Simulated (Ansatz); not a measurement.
`NC[SiH2][NH][AlH2]` + silanol → `[AlH2][NH][SiH2]O[SiH3]` + CH₃NH₂  (ligand exchange at the Si–C bond)

Isolated molecules relaxed with PBE0-D4/def2-TZVP in Ansatz; ΔE leaves out vibrations. CCSD(T)/CBS is the MP2 limit (def2-TZVPP, def2-QZVPP) plus CCSD(T) − MP2 in def2-TZVPP, frozen cores. Functionals use def2-TZVPP. B3LYP here is the variant with VWN-RPA as its local correlation; programs differ in this. Each species was taken in one conformer, which may not be the lowest.

```tsv
level	ΔE (kJ/mol)	difference from CCSD(T)/CBS
PBE-D4	-122.5	14.7
r2SCAN-D4	-135.8	1.4
PBE0-D4	-129.1	8.1
B3LYP-D4	-139.9	-2.7
ωB97X-V	-135.2	2.0
ωB97M-V	-134.4	2.8
B2PLYP	-140.8	-3.6
r2SCAN	-135.7	1.5
PBE0	-128.8	8.4
HF/def2-TZVPP	-159.2	-22.0
MP2/def2-TZVPP	-138.3	-1.1
SCS-MP2/def2-TZVPP	-142.2	-5.0
CCSD(T)/def2-TZVPP	-137.2	0.0
SCS-MP2/def2-QZVPP	-142.9	-5.7
HF/CBS(def2)	-161.6	-24.4
CCSD/CBS(def2)	-140.2	-3.0
CCSD(T)/CBS	-137.2	0
```

Largest T1 diagnostic among the species: 0.012.

In def2-TZVPP, CCSD(T) changes the Hartree–Fock value by +22.0 kJ/mol (the triples alone add +3.0 kJ/mol) and MP2 by +20.9 kJ/mol. From PBE to PBE0 (25 % exact exchange), in def2-TZVPP and without D4, ΔE moves by −6.4 kJ/mol.
